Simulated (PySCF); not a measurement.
PBE0 on Sc⁻ (scandium, charge -1), [Ar] 3d2 4s2, high-spin 3F determinant. Computed with PySCF 2.14 in x2c-QZVPPall with one added diffuse shell each of s, p, d, f, g type (12s8p6d4f3g, 121 functions), with scalar relativity by spin-free X2C-1e.

```
cycle= 1 E= -764.00345467321  delta_E= -0.0158  |g|= 0.0206  |ddm|= 1.88
cycle= 2 E= -764.004952776086  delta_E= -0.0015  |g|= 0.0461  |ddm|= 0.414
cycle= 3 E= -764.006238410375  delta_E= -0.00129  |g|= 0.0154  |ddm|= 0.11
cycle= 4 E= -764.006956180566  delta_E= -0.000718  |g|= 0.00741  |ddm|= 0.256
cycle= 5 E= -764.007050195118  delta_E= -9.4e-05  |g|= 0.0013  |ddm|= 0.0688
cycle= 6 E= -764.007056128608  delta_E= -5.93e-06  |g|= 0.00122  |ddm|= 0.0138
cycle= 7 E= -764.007057701341  delta_E= -1.57e-06  |g|= 0.000251  |ddm|= 0.00744
cycle= 8 E= -764.00705777575  delta_E= -7.44e-08  |g|= 1.43e-05  |ddm|= 0.00118
cycle= 9 E= -764.007057776945  delta_E= -1.2e-09  |g|= 9.71e-06  |ddm|= 0.000299
cycle= 10 E= -764.007057777052  delta_E= -1.07e-10  |g|= 5.43e-07  |ddm|= 5.21e-05
converged SCF energy = -764.007057777052  <S^2> = 2.0116089  2S+1 = 3.0077293
```

Highest occupied orbital energy: 1.345 eV; ⟨L²⟩ = 12.02; populations by l: s 8.00, p 12.00, d 2.00, f 0.00.

(1) Can this result be used?

Answers

(1) With care. Self-consistency was reached. The configuration of this anion was assumed by filling the next shell in order. It is not the known or likely ground configuration (Ca⁻, Sr⁻ and Ba⁻, for instance, bind a p electron), so these values are not the electron affinity of the element. At PBE0 the highest occupied level has a positive energy, so only the finite basis holds that electron.
